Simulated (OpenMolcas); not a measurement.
V2+ (d3) among equal point charges was computed by CASSCF with the d shell active (OpenMolcas, ANO-RCC-VTZP on the metal). Its lowest spin-free states, and all those of the highest spin:

```
2S+1  Degeneracy  E (cm-1)
   4           1       0.0
   4           3      6443
   4           3     11502
   2           2     15731
   2           3     16499
   2           1     19567
   2           3     20618
   4           3     22497
   2           3     23189
   2           3     23290
   2           2     24601
   2           3     28402
```

Q: Is the site octahedral, tetrahedral or cube-like, axial, or of lower symmetry?

A: The states with 2S+1 = 4 have orbital degeneracies 1, 3, 3, 3. Threefold states need a cubic site. For d3 at this spin an octahedron puts the single A2 below the threefold T2 and a tetrahedron or cube puts the threefold T1 below the threefold T2, so the site is octahedral. The first gap at this spin, 6440 cm-1, is |10Dq| in ligand-field theory. The run had V2+ among 6 point charges of -1.5 e arranged as an octahedron (Oh), 1.97 Å from the ion. The active orbitals were held to one l.

Without dynamic correlation the repulsion within the d shell is too large (B by tens of per cent), so at a given field states of lower spin stand too high. This is an electrostatic model: the charges have no orbitals. No measured value stands beside these numbers.
